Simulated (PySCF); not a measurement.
Working out the ionisation energy of Zn⁺

Zn⁺ [Ar] 3d10 4s1 (2S) → Zn²⁺ [Ar] 3d10 (1S). All numbers are calculated (PySCF 2.14, a scalar-relativistic core potential, in aug-cc-pwCVDZ-PP with ECP10MDF (6s6p5d3f, 70 functions)). Frozen: nothing. Energies in hartree (1 hartree = 27.21139 eV):

```tsv
part	Zn⁺ (lower)	Zn²⁺ (upper)
UHF	-225.666231	-225.045929
MP2 opposite-spin	-0.553512	-0.532985
MP2 same-spin	-0.272106	-0.255615
```

Problem. What does Hartree-Fock give?

Solution. (-225.045929) − (-225.666231) = 0.620302 hartree = 16.879 eV.

Problem. What do MP2 and SCS-MP2 (6/5 opposite-spin, 1/3 same-spin) give?

Solution. The opposite-spin parts differ by 0.559 eV and the same-spin parts by 0.449 eV. MP2: 16.879 + (0.559) + (0.449) = 17.887 eV. SCS-MP2: 16.879 + 1.2 × (0.559) + (0.449)/3 = 17.699 eV.

Measured between the centres of the two terms (NIST): 17.964 eV, so MP2 (valence and next inner shell) is off by -0.077 eV.

A double-zeta basis recovers only part of the correlation energy.

What remains against the reference includes basis incompleteness and correlation beyond second order.
